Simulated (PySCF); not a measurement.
C₂H₅BN₂, SMILES NB1C=NC1. Atoms are numbered in the order given.

```xyz
10

N     -0.0323     1.9263     0.0000
B     -0.0226     0.5426     0.0000
C     -1.0464    -0.6491     0.0000
N     -0.1299    -1.5607     0.0000
C      1.0560    -0.6404     0.0000
H      0.8139     2.4815     0.0000
H     -0.8841     2.4725     0.0000
H     -2.1175    -0.9013     0.0000
H      1.6894    -0.7942     0.8898
H      1.6894    -0.7942    -0.8898
```
Charge 0, spin multiplicity 1.

Geometry: PBE0-D3(BJ)/def2-SVP. The structure was generated by enumeration, and PubChem lists no compound with its InChIKey, so it may never have been made. One conformer was computed; it need not be the lowest.

Two levels are set side by side: PBE/pcSseg-1 (PySCF) and PBE0/pcSseg-1 (PySCF). GIAO shifts against BF3 (¹¹B), NH3 (¹⁵N), TMS (¹H), TMS (¹³C) at the same level; non-relativistic, no solvent, atoms listed together averaged. Differences are taken from unrounded values.

```tsv
quantity	PBE0	PBE	PBE minus PBE0
δ(¹⁵N) of N1 (ppm)	91.1	97.9	6.8
δ(¹¹B) of B2 (ppm)	26.0	24.9	-1.1
δ(¹³C) of C3 (ppm)	204.4	199.8	-4.6
δ(¹⁵N) of N4 (ppm)	545.2	533.8	-11.4
δ(¹³C) of C5 (ppm)	56.8	57.9	1.2
δ(¹H) of H8 (ppm)	9.39	9.22	-0.18
δ(¹H) of H9, H10 (ppm)	3.74	3.76	0.01
```

Rough cost on one machine, each run with all the roots and properties that it gave: PBE0 against PBE within a factor of 2.
